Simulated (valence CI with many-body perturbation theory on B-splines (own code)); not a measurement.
Energy levels of Ge XI

Method: valence CI with perturbative core correlation (CI+MBPT): four valence electrons over a frozen Dirac-Fock core [Ar], a basis of 7 s, 7 p, 8 d, 6 f, 4 g, 1 h functions for each j, with the one-electron correlation potential Σ1, the two-electron term Σ2, the three-electron term Σ3, Breit, model QED; selected CI, second order for the rest, scaled by the run's own slope (own B-spline code, finite nucleus).

No measured spectrum was set against this ion. As an estimate, terms of the open shell hold to 2 to 4 % of their energy, and close levels can change places. Only levels of the ground parity were solved; by the run's estimate the other parity begins above the list, which can be wrong where configurations are misplaced.

Levels 1 to 31 of 31, with energies above the lowest level, 3d4 5D_0. "Leading %" is the weight of the configuration and term that name the level; weights of strongly mixed levels are sums over their largest components and can fall short, so below about 35 % the name and the second component can differ from the true leading terms, or belong to a minority configuration. Lifetimes count E1, E2, E3, M1 and M2 decay at the calculated energies, and are blank where another channel may lead or the interval is too uncertain; long ones can be off by a factor of two.

```
No.  Configuration  Term  J  E (eV)  Leading %  Second component  Lifetime      g
  1            3d4    5D  0   0.000         98                                   
  2            3d4    5D  1   0.110         99                      27.1 s  1.500
  3            3d4    5D  2   0.294         99                      5.38 s  1.499
  4            3d4    5D  3   0.529         99                      3.20 s  1.498
  5            3d4    5D  4   0.796         99                      3.70 s  1.497
  6            3d4    3P  0   5.034         93        4 % 3d4 1S   15.6 ms       
  7            3d4    3H  4   5.327         84        7 % 3d4 3G    403 ms  0.845
  8            3d4    3H  5   5.581         93        7 % 3d4 3G    4.40 s  1.044
  9            3d4    3P  1   5.640         98                     18.8 ms  1.490
 10            3d4    3H  6   5.781         97                      11.7 s  1.162
 11            3d4    3F  3   5.997         70       29 % 3d4 3G   39.5 ms  0.988
 12            3d4    3F  2   6.049         98                     59.3 ms  0.672
 13            3d4    3F  4   6.136         74       13 % 3d4 3G   28.4 ms  1.173
 14            3d4    3P  2   6.458         96                     31.5 ms  1.487
 15            3d4    3G  3   6.792         70       29 % 3d4 3F   78.8 ms  0.847
 16            3d4    3G  4   6.902         76       14 % 3d4 3F    141 ms  1.070
 17            3d4    3G  5   7.081         93        7 % 3d4 3H    148 ms  1.188
 18            3d4    3D  3   8.245         98                     36.9 ms  1.328
 19            3d4    1I  6   8.308         97                     83.5 ms  1.003
 20            3d4    3D  2   8.330         92                     36.4 ms  1.166
 21            3d4    3D  1   8.461         99                     30.0 ms  0.510
 22            3d4    1G  4   8.551         86        7 % 3d4 3F   23.3 ms  1.012
 23            3d4    1S  0   9.300         95        5 % 3d4 3P   16.1 ms       
 24            3d4    1D  2  10.492         93                     19.5 ms  1.007
 25            3d4    1F  3  11.705         95                              1.004
 26            3d4    3P  2  13.633         98                     21.3 ms  1.492
 27            3d4    3F  4  13.846         98                              1.245
 28            3d4    3F  2  13.930         98                     15.5 ms  0.671
 29            3d4    3F  3  13.995         96                              1.080
 30            3d4    3P  1  14.236        100                              1.499
 31            3d4    3P  0  14.527         99
```

The ionisation energy to 3d3 4F_3/2 of the next ion comes out as 286.87 eV (NIST: 286 ± 3 eV (theoretical)). All 31 levels together are meant to be complete up to 15.113 eV.
